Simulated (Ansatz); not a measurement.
B4H4S⁻, that is closo-2-SB4 (no H on S) with one electron more. The state is a doublet with charge -1. Geometry PBE-D4/def2-SVP, that of the neutral singlet.

Cartesian coordinates in Å:
```
S 1.3927 -0.4514 0.0757
B -0.2258 0.3586 -0.8496
B 0.4718 1.2120 0.4022
B -0.2899 -1.2711 -0.3923
B -0.4750 -0.1316 0.8114
H -0.4100 0.7244 -1.9830
H 0.9490 2.2352 0.8072
H -0.4645 -2.3923 -0.7808
H -0.9484 -0.2838 1.9093
```

At PBE-D4/def2-TZVPD, r2SCAN-D4/def2-TZVPD, PBE0-D4/def2-TZVPD the highest occupied level of the charge -1 doublet lies above zero (up to 1.98 eV). By energy differences its removal costs 0.60 eV (vertical, to the charge 0 singlet, at PBE-D4/def2-TZVPD); a positive level beside a positive removal energy at the same level points to self-interaction error.

Task: Estimate the α-spin orbital energies around the gap (eV) in Ansatz with PBE-D4/def2-TZVPD, r2SCAN-D4/def2-TZVPD, PBE0-D4/def2-TZVPD.

Result: 
| orbital | PBE-D4/def2-TZVPD | r2SCAN-D4/def2-TZVPD | PBE0-D4/def2-TZVPD |
| --- | --- | --- | --- |
| HOMO−5 | -3.76 | -4.03 | -5.04 |
| HOMO−4 | -3.09 | -3.37 | -4.37 |
| HOMO−3 | -2.69 | -2.84 | -3.71 |
| HOMO−2 | -2.24 | -2.39 | -3.29 |
| HOMO−1 | -0.69 | -0.87 | -1.77 |
| HOMO | 1.98 | 1.92 | 1.18 |
| LUMO | 2.81 | 3.29 | 3.26 |
| LUMO+1 | 3.13 | 3.64 | 3.57 |
| LUMO+2 | 3.34 | 3.83 | 3.76 |
| LUMO+3 | 3.38 | 3.95 | 3.77 |
| LUMO+4 | 3.81 | 4.37 | 4.21 |
| LUMO+5 | 3.90 | 4.51 | 4.30 |
| β HOMO | -0.30 | -0.28 | -1.08 |
| β LUMO | 2.58 | 2.91 | 3.42 |
